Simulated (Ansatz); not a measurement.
`OB(O)[O][GeH3]` and `OB(O)OB(O)O` differ in one atom or group.

Ansatz, PBE0-D4/def2-TZVP geometries, multiplicity 1. Each molecule was computed in one conformer, which needn't be the lowest.

Scalar relativity is left out up to krypton.

| property | `OB(O)[O][GeH3]` |
| --- | --- |
| HOMO energy (ωB97M-V/def2-TZVPP) / eV | -11.09 |
| zero-point energy (PBE0-D4/def2-TZVP) / kJ/mol | 165.1 |
| ideal-gas entropy at 298 K and 1 bar (rigid rotor, harmonic PBE0-D4/def2-TZVP) / J/(mol·K) | 350 |
| HOMO–LUMO gap (PBE0/def2-TZVPP) / eV | 8.94 |
| size of the dipole moment (PBE/def2-TZVPP) / D | 0.28 |
| HOMO energy (PBE/def2-TZVPP) / eV | -7.21 |

(1) Give the same properties after the change, and the shifts. (Best estimate.)

## Answers

(1) Computed: 
```tsv
property	`OB(O)OB(O)O`	shift
HOMO energy (ωB97M-V/def2-TZVPP) / eV	-11.58	-0.49
zero-point energy (PBE0-D4/def2-TZVP) / kJ/mol	197.0	31.9
ideal-gas entropy at 298 K and 1 bar (rigid rotor, harmonic PBE0-D4/def2-TZVP) / J/(mol·K)	355	5
HOMO–LUMO gap (PBE0/def2-TZVPP) / eV	9.33	0.39
size of the dipole moment (PBE/def2-TZVPP) / D	3.44	3.16
HOMO energy (PBE/def2-TZVPP) / eV	-7.37	-0.16
```

The zero-point energy changes by 31.9 kJ/mol with +3 modes. Dipoles are sizes alone; their direction can turn. Modes under 60 cm⁻¹, often nearly free rotors, make the harmonic entropy too high.
